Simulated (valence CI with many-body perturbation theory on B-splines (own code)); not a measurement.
Re⁶⁰⁺: electric-dipole lines

Level of theory: relativistic CI+MBPT: five valence electrons over a frozen Dirac-Fock core [Ne], radial functions for each j: 11 s, 11 p, 10 d, 8 f, 5 g, 2 h, with the one-electron correlation potential Σ1 (screened to all orders), the two-electron term Σ2, the three-electron term Σ3, Breit, model QED; selected single and double excitations, second order for the rest, scaled by the run's own slope (own B-spline code, finite nucleus).

No measured spectrum was set against this ion. As an estimate, large intervals hold to a few tenths of a per cent, small ones and those within an open d or f shell to about a per cent. Among the levels kept, up to 3100 cm⁻¹ of a level comes from second order outside the variational space, and about a tenth of that is noise between levels of different J, which matters for small intervals.

Lines 101 to 150 of 557 in falling wavelength, among levels below 104.37 Ry, chosen from the strongest by gf and those to the six lowest levels. Wavelengths and rates use the calculated energies. Electric multipoles are in the length gauge, E1 and E2 with the static RPA response of the core. Weak lines are less certain than strong ones. Lines between different terms over intervals too small for the method are left out, as are lines whose strength nearly cancels. The highest levels of a list are the least certain.

Levels are named by their leading jj configuration (3d3/2^4 stands for four electrons in 3d with j = 3/2), which in mixed levels can hold well under half, so a name can repeat and another be missing. Letters in brackets count levels of one name in rising energy.

```
λ vac (nm)                               Upper                               Lower   A (s⁻¹)  log gf  Branch %
     4.054  (3s^2 3p1/2 3p3/2 3d5/2) J=7/2 [a]          (3s^2 3p1/2 3p3/2^2) J=5/2  1.08e+09   -2.67      79.9
     4.003          (3s 3p1/2^2 3d5/2^2) J=5/2  (3s 3p1/2^2 3p3/2 3d5/2) J=3/2 [b]  6.32e+10   -1.04      10.2
     3.995          (3s^2 3p3/2 3d5/2^2) J=7/2      (3s^2 3p3/2^2 3d5/2) J=5/2 [a]  4.99e+10   -1.02      15.5
     3.964          (3s 3p1/2^2 3d5/2^2) J=9/2  (3s 3p1/2^2 3p3/2 3d5/2) J=7/2 [b]  6.60e+10   -0.81      12.7
     3.922          (3s^2 3p1/2 3d5/2^2) J=3/2      (3s^2 3p1/2 3p3/2 3d5/2) J=1/2  1.42e+11   -0.88      18.1
     3.902          (3s 3p1/2^2 3d5/2^2) J=7/2  (3s 3p1/2^2 3p3/2 3d5/2) J=5/2 [b]  3.07e+11   -0.25      55.3
     3.891  (3s^2 3p1/2 3p3/2 3d5/2) J=3/2 [a]          (3s^2 3p1/2 3p3/2^2) J=5/2  2.24e+10   -1.69      10.1
     3.873          (3s^2 3p1/2 3d5/2^2) J=7/2  (3s^2 3p1/2 3p3/2 3d5/2) J=5/2 [b]  4.23e+11   -0.12      58.9
     3.872  (3s 3p1/2 3p3/2^2 3d5/2) J=3/2 [a]            (3s 3p1/2 3p3/2^3) J=5/2  6.01e+10   -1.27       3.7
     3.871          (3s^2 3p1/2 3d5/2^2) J=9/2  (3s^2 3p1/2 3p3/2 3d5/2) J=7/2 [b]  3.53e+11   -0.10      71.0
     3.865          (3s^2 3p1/2 3d5/2^2) J=5/2  (3s^2 3p1/2 3p3/2 3d5/2) J=3/2 [b]  1.45e+11   -0.71      22.4
     3.856  (3s 3p1/2^2 3d3/2 3d5/2) J=3/2 [b]  (3s 3p1/2^2 3p3/2 3d3/2) J=1/2 [b]  6.95e+10   -1.21      20.0
     3.851          (3s 3p1/2^2 3d5/2^2) J=3/2  (3s 3p1/2^2 3p3/2 3d5/2) J=3/2 [b]  1.06e+11   -1.02      16.8
     3.848  (3s^2 3p1/2 3p3/2 3d5/2) J=5/2 [a]          (3s^2 3p1/2 3p3/2^2) J=5/2  1.05e+11   -0.85      56.8
     3.834  (3s^2 3p3/2 3d3/2 3d5/2) J=7/2 [a]          (3s^2 3p3/2^2 3d3/2) J=7/2  2.82e+10   -1.30       0.5
     3.826          (3s 3p1/2^2 3d5/2^2) J=3/2  (3s 3p1/2^2 3p3/2 3d5/2) J=5/2 [b]  6.60e+10   -1.24      10.4
     3.823  (3s^2 3p1/2 3d3/2 3d5/2) J=7/2 [a]      (3s^2 3p1/2 3p3/2 3d3/2) J=7/2  5.76e+10   -1.00      14.8
     3.819  (3s^2 3p3/2 3d3/2 3d5/2) J=3/2 [a]          (3s^2 3p3/2^2 3d3/2) J=1/2  6.88e+10   -1.22       1.5
     3.802  (3s 3p1/2^2 3d3/2 3d5/2) J=7/2 [b]  (3s 3p1/2^2 3p3/2 3d3/2) J=5/2 [b]  1.91e+11   -0.48      52.6
     3.802  (3s^2 3p3/2 3d3/2 3d5/2) J=5/2 [b]      (3s^2 3p3/2^2 3d3/2) J=3/2 [a]  8.24e+10   -0.97       2.1
     3.798  (3s^2 3p3/2 3d3/2 3d5/2) J=3/2 [a]      (3s^2 3p3/2^2 3d3/2) J=3/2 [a]  6.98e+10   -1.22       1.5
     3.778      (3s 3p1/2^2 3d3/2 3d5/2) J=1/2  (3s 3p1/2^2 3p3/2 3d3/2) J=1/2 [b]  1.98e+11   -1.07      52.0
     3.767          (3s 3p1/2^2 3d5/2^2) J=3/2      (3s 3p1/2^2 3p3/2 3d5/2) J=1/2  1.38e+11   -0.93      21.8
     3.766  (3s^2 3p1/2 3d3/2 3d5/2) J=5/2 [b]  (3s^2 3p1/2 3p3/2 3d3/2) J=3/2 [b]  2.28e+11   -0.54       4.0
     3.762          (3s^2 3p1/2 3d5/2^2) J=5/2  (3s^2 3p1/2 3p3/2 3d5/2) J=7/2 [b]  8.84e+10   -0.95      13.7
     3.755          (3s 3p1/2^2 3d5/2^2) J=9/2  (3s 3p1/2^2 3p3/2 3d5/2) J=7/2 [a]  2.53e+11   -0.27      48.7
     3.755         (3s^2 3p3/2 3d5/2^2) J=11/2          (3s^2 3p3/2^2 3d5/2) J=9/2  2.44e+11   -0.21      85.5
     3.754  (3s 3p1/2^2 3d3/2 3d5/2) J=5/2 [b]  (3s 3p1/2^2 3p3/2 3d3/2) J=3/2 [b]  1.30e+11   -0.78      36.1
     3.751  (3s^2 3p3/2 3d3/2 3d5/2) J=5/2 [b]          (3s^2 3p3/2^2 3d3/2) J=5/2  7.97e+10   -1.00       2.0
     3.750  (3s^2 3p1/2 3p3/2 3d5/2) J=3/2 [a]          (3s^2 3p1/2 3p3/2^2) J=3/2  1.70e+11   -0.84      77.0
     3.738  (3s^2 3p3/2 3d3/2 3d5/2) J=5/2 [b]          (3s^2 3p3/2^2 3d3/2) J=7/2  4.55e+10   -1.24       1.2
     3.734          (3s 3p1/2^2 3d5/2^2) J=7/2  (3s 3p1/2^2 3p3/2 3d5/2) J=7/2 [b]  1.24e+11   -0.68      22.4
     3.734  (3s^2 3p3/2 3d3/2 3d5/2) J=7/2 [b]          (3s^2 3p3/2^2 3d3/2) J=7/2  1.84e+11   -0.51       6.2
     3.723  (3s 3p1/2 3p3/2^2 3d5/2) J=5/2 [a]        (3s 3p1/2 3p3/2^3) J=3/2 [a]  7.04e+10   -1.06       6.2
     3.716          (3s^2 3p1/2^2 3d5/2) J=5/2          (3s^2 3p1/2^2 3p3/2) J=3/2  2.54e+11   -0.50     100.0
     3.715  (3s 3p1/2^2 3p3/2 3d5/2) J=5/2 [a]          (3s 3p1/2^2 3p3/2^2) J=5/2  1.85e+11   -0.64      41.0
     3.713  (3s 3p1/2 3p3/2^2 3d5/2) J=3/2 [b]            (3s 3p1/2 3p3/2^3) J=5/2  1.36e+11   -0.95       4.9
     3.710  (3s^2 3p1/2 3p3/2 3d5/2) J=5/2 [a]          (3s^2 3p1/2 3p3/2^2) J=3/2  6.11e+10   -1.12      33.1
     3.695      (3s 3p1/2^2 3p3/2 3d5/2) J=1/2          (3s 3p1/2^2 3p3/2^2) J=1/2  3.12e+11   -0.89      79.3
     3.681  (3s^2 3p1/2 3d3/2 3d5/2) J=7/2 [a]  (3s^2 3p1/2 3p3/2 3d3/2) J=5/2 [a]  2.29e+11   -0.43      59.2
     3.678  (3s 3p1/2 3p3/2^2 3d5/2) J=1/2 [c]        (3s 3p1/2 3p3/2^3) J=3/2 [b]  2.03e+11   -1.08       9.5
     3.677  (3s^2 3p1/2 3p3/2 3d5/2) J=3/2 [b]          (3s^2 3p1/2 3p3/2^2) J=1/2  2.80e+11   -0.64      72.0
     3.677  (3s 3p1/2^2 3d3/2 3d5/2) J=3/2 [b]  (3s 3p1/2^2 3p3/2 3d3/2) J=3/2 [b]  1.42e+11   -0.94      41.0
     3.676  (3s^2 3p1/2 3d3/2 3d5/2) J=5/2 [a]  (3s^2 3p1/2 3p3/2 3d3/2) J=3/2 [a]  1.75e+11   -0.67      35.0
     3.674  (3s 3p1/2 3p3/2^2 3d5/2) J=5/2 [c]            (3s 3p1/2 3p3/2^3) J=5/2  5.96e+10   -1.14       3.0
     3.670  (3s^2 3p3/2 3d3/2 3d5/2) J=3/2 [b]      (3s^2 3p3/2^2 3d3/2) J=3/2 [b]  3.37e+11   -0.57       8.1
     3.660      (3s^2 3p1/2 3d3/2 3d5/2) J=9/2      (3s^2 3p1/2 3p3/2 3d3/2) J=7/2  2.99e+11   -0.22      93.2
     3.659  (3s 3p1/2^2 3d3/2 3d5/2) J=7/2 [a]  (3s 3p1/2^2 3p3/2 3d3/2) J=5/2 [a]  2.04e+11   -0.48      69.8
     3.659  (3s^2 3p1/2 3d3/2 3d5/2) J=3/2 [b]  (3s^2 3p1/2 3p3/2 3d3/2) J=3/2 [b]  6.55e+10   -1.28       1.1
     3.659  (3s 3p1/2 3p3/2^2 3d5/2) J=3/2 [a]        (3s 3p1/2 3p3/2^3) J=3/2 [a]  1.70e+11   -0.86      10.6
```

How does gf follow from A for the line at 3.674 nm?

gf = 1.4992 × (2J+1)_upper × A / σ², with σ = 2721734 cm⁻¹ and 2J+1 = 6: gf = 0.0724.
